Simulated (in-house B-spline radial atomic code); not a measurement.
Settings and results of a run for P⁸⁺. Level of theory: non-relativistic B3LYP, spin-polarised, spherical fractional occupations, point nucleus; calculated with a B-spline radial code for spherical atoms.

Command:
```bash
python run_scf.py task.json out
```
Settings:
```
Z                15
configuration    [He] 2s2 2p3
hamiltonian      nr
method           b3lyp
spin_polarised   True
```

Output (hartree, bohr):
```
 radial grid: 38 intervals, B-splines of order 8, outer radius 4.5977 bohr

 iter        energy (Eh)    residual
    1        -302.178080    6.78e-01
    2        -305.496299    1.37e-01
    3        -305.557124    5.95e-02
    4        -305.568449    2.60e-02
    5        -305.570932    2.99e-03
    6        -305.570989    6.24e-05
    7        -305.570989    4.90e-07
    8        -305.570989    5.64e-09

 total energy                      -305.57099
 kinetic                             305.2938
 electron-nucleus                   -665.7071
 Hartree                              71.9467
 exact exchange                       -3.3854
 exchange-correlation                -13.7190

 orbital      occ     eigenvalue          <r>       <r^2>       <1/r>       <r^4>     <1/r^3>       r_max
 1s up      1.000       -86.9366     0.103824   0.0144846     14.5734 0.000539508           -     0.06805
 1s down    1.000       -86.6361     0.103452   0.0143674     14.6114  0.00052895           -     0.06794
 2s up      1.000       -14.5172     0.475035    0.265384     3.09811    0.120872           -      0.3984
 2s down    1.000       -13.8831     0.482843    0.274499     3.03259    0.130252           -      0.4024
 2p up      3.000       -12.9840     0.422769    0.218378     3.02164   0.0946297     80.2425      0.3264
```

Run time, properties included: 0.07 s on 1 thread of Intel(R) Xeon(R) Platinum 8488C, with other jobs on the host.
